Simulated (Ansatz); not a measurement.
C2H7BFNO, relaxed with RKS PBE0-D4/def2-TZVP in Ansatz 0.2.0 from a PBE-D4/def2-SVP geometry. The force threshold is 0.005 eV/Å; the program also tests the step.

The species carries charge 0 and has multiplicity 1. The bonds changed during the relaxation, so this is another structure than the one it started from.

Start:

```xyz
13

B    -0.951   -0.093   -0.934
C     0.442   -0.897   -0.548
C     0.628    0.111    0.573
N    -0.356    1.135    0.076
O     0.208   -0.254    1.828
F     1.880    0.712    0.653
H    -1.081    0.340   -2.073
H    -1.974   -0.524   -0.415
H     1.255   -0.799   -1.292
H     0.398   -1.947   -0.198
H     0.122    1.895   -0.425
H    -0.937    1.529    0.829
H     0.365   -1.211    1.925
```

Task: How much energy does the relaxation release, and in how many steps? (Best estimate.)

Result: Computed: 1.15 kcal/mol, in 5 steps.

Task: Which bonds change most? (Estimate.)

Result: The calculation gave: B1–H8 from 1.225 to 1.205 Å; B1–H7 from 1.225 to 1.205 Å; C3–N4 from 1.504 to 1.485 Å; C2–H10 from 1.108 to 1.091 Å.

Task: Give the relaxed structure. (Estimate.)

Result: Computed: 
```xyz
13

B    -0.946   -0.093   -0.930
C     0.440   -0.888   -0.545
C     0.621    0.114    0.566
N    -0.349    1.127    0.077
O     0.211   -0.255    1.813
F     1.862    0.702    0.652
H    -1.075    0.334   -2.049
H    -1.951   -0.516   -0.415
H     1.238   -0.789   -1.281
H     0.398   -1.922   -0.200
H     0.120    1.874   -0.424
H    -0.925    1.510    0.818
H     0.357   -1.199    1.919
```
